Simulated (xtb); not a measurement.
xtb input (GFN2-xTB):

```bash
xtb mol.xyz --gfn 2 --ohess tight --chrg 0 --uhf 0
```
mol.xyz:
```
2

Ga    -0.64349830    -0.56350384    -0.59818859
Cl     0.65995837     0.62436671     0.60762334
```

Output:

```
           -------------------------------------------------
          |                Calculation Setup                |
           -------------------------------------------------

           -------------------------------------------------
          |                 G F N 2 - x T B                 |
           -------------------------------------------------

        Reference                      10.1021/acs.jctc.8b01176
      * Hamiltonian:
        H0-scaling (s, p, d)           1.850000    2.230000    2.230000
        zeta-weighting                 0.500000
      * Dispersion:
        s8                             2.700000
        a1                             0.520000
        a2                             5.000000
        s9                             5.000000
      * Repulsion:
        kExp                           1.500000    1.000000
        rExp                           1.000000
      * Coulomb:
        alpha                          2.000000
        third order                    shell-resolved
        anisotropic                    true
        a3                             3.000000
        a5                             4.000000
        cn-shift                       1.200000
        cn-exp                         4.000000
        max-rad                        5.000000

          ...................................................
          :                      SETUP                      :
          :.................................................:
          :  # basis functions                  20          :
          :  # atomic orbitals                  18          :
          :  # shells                            6          :
          :  # electrons                        10          :
          :  max. iterations                   250          :
          :  Hamiltonian                  GFN2-xTB          :
          :  restarted?                      false          :
          :  GBSA solvation                  false          :
          :  PC potential                    false          :
          :  electronic temp.          300.0000000     K    :
          :  accuracy                    1.0000000          :
          :  -> integral cutoff          0.2500000E+02      :
          :  -> integral neglect         0.1000000E-07      :
          :  -> SCF convergence          0.1000000E-05 Eh   :
          :  -> wf. convergence          0.1000000E-03 e    :
          :  Broyden damping             0.4000000          :
          :  net charge                          0          :
          :  unpaired electrons                  0          :
          ...................................................

 iter      E             dE          RMSdq      gap      omega  full diag
   1     -5.8337714 -0.583377E+01  0.164E+01    6.06       0.0  T
   2     -5.8355216 -0.175025E-02  0.116E+01    5.79       1.0  T
   3     -5.8349028  0.618856E-03  0.205E+00    5.04       1.0  T
   4     -5.8360186 -0.111586E-02  0.304E+00    5.60       1.0  T
   5     -5.8362373 -0.218713E-03  0.532E-01    5.41       1.0  T
   6     -5.8362500 -0.127012E-04  0.159E-01    5.44       1.0  T
[...]
Topologies differ in total number of bonds
Writing topology from bond orders to xtbtopo.mol

molecular dipole:
                 x           y           z       tot (Debye)
 q only:       -0.769      -0.701      -0.711
   full:       -0.879      -0.801      -0.813       3.661
molecular quadrupole (traceless):
Molecule has the following symmetry elements: (Cinf) (sigma)
It seems to be the Cinfv point group
                xx          xy          yy          xz          yz          zz
 q only:        0.023      -0.083      -0.062      -0.027      -0.071       0.040
  q+dip:        0.055       0.157      -0.089       0.224       0.151       0.034
   full:       -0.131      -1.460       0.026      -1.416      -1.344       0.105

           -------------------------------------------------
          |                Geometry Summary                 |
           -------------------------------------------------

      molecular mass/u    :      105.1760036
   center of mass at/Å    :       -0.2073954      -0.1660709      -0.1947526
  moments of inertia/u·Å² :        0.4470874E-14   0.1105915E+03   0.1105915E+03
rotational constants/cm⁻¹ :        0.3770545E+16   0.1524315E+00   0.1524315E+00

 * 1 selected distances

     #   Z          #   Z                                           value/Å
     0   0          0   0                                         0.0000000 (max)

 * 0 distinct bonds (by element types)

   Z      Z             #   av. dist./Å        max./Å        min./Å

           -------------------------------------------------
          |               Frequency Printout                |
           -------------------------------------------------
 vibrational frequencies (cm⁻¹)
eigval :        0.00     0.00     0.00     0.00     0.00   317.03
 reduced masses (amu)
   1: 47.00   2: 47.00   3: 58.17   4: 58.17   5: 58.17   6: 47.00
 IR intensities (km·mol⁻¹)
   1:  5.12   2:  5.12   3:  0.00   4:  0.00   5:  0.00   6: 77.99
 Raman intensities (Ä⁴*amu⁻¹)
   1:  0.00   2:  0.00   3:  0.00   4:  0.00   5:  0.00   6:  0.00
 output can be read by thermo (or use thermo option).
 writing <g98.out> molden fake output.
 recommended (thermochemical) frequency scaling factor: 1.0
           -------------------------------------------------
          |             Thermodynamic Functions             |
           -------------------------------------------------

cin symmetry found (for desy threshold:  0.10E+00) used in thermo

          ...................................................
          :                      SETUP                      :
          :.................................................:
          :  # frequencies                           1      :
          :  # imaginary freq.                       0      :
          :  linear?                              true      :
          :  only rotor calc.                    false      :
          :  symmetry                              cin      :
          :  rotational number                       1      :
          :  scaling factor                  1.0000000      :
          :  rotor cutoff                   50.0000000 cm⁻¹ :
          :  imag. cutoff                  -20.0000000 cm⁻¹ :
          :.................................................:

    mode    ω/cm⁻¹     T·S(HO)/kcal·mol⁻¹    T·S(FR)/kcal·mol⁻¹   T·S(vib)
   ------------------------------------------------------------------------
   ------------------------------------------------------------------------

   temp. (K)  partition function   enthalpy   heat capacity  entropy
                                   cal/mol     cal/K/mol   cal/K/mol   J/K/mol
 298.15  VIB   1.28                  250.566      1.641      1.326
         ROT  0.136E+04              592.502      1.987     16.325
         INT  0.174E+04              843.068      3.628     17.651
         TR   0.104E+28             1481.254      4.968     39.850
         TOT                        2324.3220     8.5961    57.5010   240.5843

       T/K    H(0)-H(T)+PV         H(T)/Eh          T*S/Eh         G(T)/Eh
   ------------------------------------------------------------------------
    298.15    0.370404E-02    0.442629E-02    0.273206E-01   -0.228943E-01
   ------------------------------------------------------------------------

         :::::::::::::::::::::::::::::::::::::::::::::::::::::
         ::                  THERMODYNAMIC                  ::
         :::::::::::::::::::::::::::::::::::::::::::::::::::::
Note: The following floating-point exceptions are signalling: IEEE_UNDERFLOW_FLAG IEEE_DENORMAL
normal termination of xtb
         :: total free energy          -5.856581710896 Eh   ::
         ::.................................................::
         :: total energy               -5.833687406293 Eh   ::
         :: zero point energy           0.000722245188 Eh   ::
         :: G(RRHO) w/o ZPVE           -0.023616549791 Eh   ::
         :: G(RRHO) contrib.           -0.022894304604 Eh   ::
         :::::::::::::::::::::::::::::::::::::::::::::::::::::

optimized geometry written to: xtbopt.xyz

           -------------------------------------------------
          | TOTAL ENERGY               -5.833687406293 Eh   |
          | TOTAL ENTHALPY             -5.829261118266 Eh   |
          | TOTAL FREE ENERGY          -5.856581710896 Eh   |
          | GRADIENT NORM               0.000002300319 Eh/α |
          | HOMO-LUMO GAP               5.396266801212 eV   |
           -------------------------------------------------

------------------------------------------------------------------------
------------------------------------------------------------------------
 total:
 SCF:
 ANC optimizer:
 analytical hessian:
```
